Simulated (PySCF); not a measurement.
Compound: C4H5BCl2.
InChI=1S/C4H5BCl2/c1-2-3-4-5(6)7/h2-4H,1H2/b4-3+

Computed with PySCF at B3LYP/def2-SVPD, non-relativistic, on one gas-phase PBE0-D3(BJ)/def2-SVP geometry that isn't relaxed in the solvent. The solvent is an IEF-PCM continuum (van der Waals radii × 1.2), and excitations are vertical TDDFT with non-equilibrium linear response and a frozen core. Only the electrostatic response of the medium enters.

Gas-phase singlets (H = HOMO, L = LUMO):

| state | E (eV) | λ (nm) | f | leading configurations |
| --- | --- | --- | --- | --- |
| S1 | 4.566 | 272 | 0.725 | H→L 96% |
| S2 | 4.915 | 252 | 0.000 | H-1→L 99% |
| S3 | 5.164 | 240 | 0.000 | H-2→L 98% |
| S4 | 5.721 | 217 | 0.077 | H-3→L 98% |
| S5 | 6.159 | 201 | 0.008 | H-5→L 78%, H-4→L 14% |

Problem. What are the lowest 5 singlets in tetrahydrofuran (ε = 7.426)?

Solution. 
| state | E (eV) | λ (nm) | f | leading configurations | change by rank (eV) |
| --- | --- | --- | --- | --- | --- |
| S1 | 4.304 | 288 | 0.829 | H→L 97% | -0.262 |
| S2 | 5.123 | 242 | 0.000 | H-1→L 99% | +0.208 |
| S3 | 5.290 | 234 | 0.000 | H-2→L 98% | +0.126 |
| S4 | 5.889 | 211 | 0.086 | H-3→L 98% | +0.168 |
| S5 | 6.063 | 204 | 0.001 | H-5→L 97% | -0.096 |

Problem. The ground-state energy changes by -0.101 eV from gas to tetrahydrofuran. By how much does the total energy of gas-phase S1 change?

Solution. E(S1) = E(S0) + excitation energy, so it changes by -0.101 − 0.262 = -0.363 eV: it is lowered more than the ground state, which is what a red shift means. This is the vertical state, with the slow part of the continuum still set for S0.

Problem. How do the frontier levels move from gas to tetrahydrofuran?

Solution. 
```csv
orbital,gas (eV),solvent (eV),change (eV)
LUMO+2,0.10,0.07,-0.03
LUMO+1,-0.17,-0.01,+0.16
LUMO,-2.71,-2.59,+0.12
HOMO,-7.26,-7.08,+0.18
HOMO-1,-8.61,-8.72,-0.11
HOMO-2,-8.94,-8.98,-0.04
HOMO-3,-9.07,-9.17,-0.10
```

The HOMO–LUMO gap goes from 4.54 to 4.48 eV.

The values belong to the conformer `[CH2:1]=[CH:2]/[CH:3]=[CH:4]/[B:5]([Cl:6])[Cl:7]`: C1–C2–C3–C4 180°, C3–C4–B5–Cl6 -179°.
